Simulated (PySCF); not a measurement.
SMILES Cc1ccsc1-c1ccncc1 (C10H9NS), GFN2-xTB optimised geometry.

```
21

C     -0.93     1.67     1.45
C     -1.33     0.51     0.61
C     -2.69     0.18     0.38
C     -2.85    -0.94    -0.37
S     -1.36    -1.65    -0.81
C     -0.48    -0.39     0.01
C      0.98    -0.43     0.00
C      1.65    -1.65     0.00
C      3.04    -1.65     0.00
N      3.77    -0.55     0.00
C      3.13     0.61    -0.02
C      1.75     0.73    -0.02
H     -1.69     1.85     2.22
H      0.03     1.50     1.93
H     -0.85     2.58     0.85
H     -3.51     0.76     0.77
H     -3.77    -1.40    -0.69
H      1.10    -2.58     0.00
H      3.59    -2.58     0.00
H      3.76     1.49    -0.03
H      1.29     1.71    -0.07
```

Density from PBE0/def2-SVP in PySCF 2.14.0 at that geometry.

Minimum of the electron density along straight lines between bonded atoms, close to the bond critical point (lines longer than 1.1 times the sum of covalent radii, or with two minima, are not listed):

| bond | length / Å | ρ at the minimum / e bohr⁻³ | ∇²ρ there / e bohr⁻⁵ | position (fraction from the first atom) |
|---|---|---|---|---|
| C1–C2 | 1.494 | ? | ? | 0.49 |
| C2–C3 | 1.417 | 0.295 | -0.72 | 0.50 |
| C3–C4 | 1.356 | 0.324 | -0.83 | 0.49 |
| C4–S5 | 1.714 | 0.218 | -0.48 | 0.47 |
| C2–C6 | 1.373 | 0.315 | -0.77 | 0.49 |
| S5–C6 | 1.744 | 0.207 | ? | 0.54 |
| C6–C7 | 1.451 | 0.277 | -0.68 | 0.50 |
| C7–C8 | 1.398 | 0.305 | -0.77 | 0.51 |
| C8–C9 | 1.382 | 0.316 | -0.82 | 0.50 |
| C9–N10 | 1.323 | 0.351 | -1.01 | 0.35 |
| N10–C11 | 1.322 | 0.352 | -1.01 | 0.65 |
| C7–C12 | 1.397 | 0.305 | -0.76 | 0.51 |
| C11–C12 | 1.384 | 0.314 | -0.81 | 0.50 |
| C1–H13 | 1.088 | 0.276 | -1.02 | 0.63 |
| C1–H14 | 1.087 | 0.277 | -1.03 | 0.63 |
| C1–H15 | 1.091 | 0.273 | -0.99 | 0.62 |
| C3–H16 | 1.076 | 0.284 | -1.09 | 0.63 |
| C4–H17 | 1.072 | 0.286 | -1.12 | 0.64 |
| C8–H18 | 1.080 | 0.284 | -1.09 | 0.63 |
| C9–H19 | 1.082 | 0.287 | -1.12 | 0.64 |
| C11–H20 | 1.083 | 0.287 | -1.12 | 0.64 |
| C12–H21 | 1.077 | 0.285 | -1.09 | 0.63 |

Problem. What belongs in the gaps?

Solution. 
- C1–C2, ρ at the minimum / e bohr⁻³: 0.255
- C1–C2, ∇²ρ there / e bohr⁻⁵: -0.60
- S5–C6, ∇²ρ there / e bohr⁻⁵: -0.42
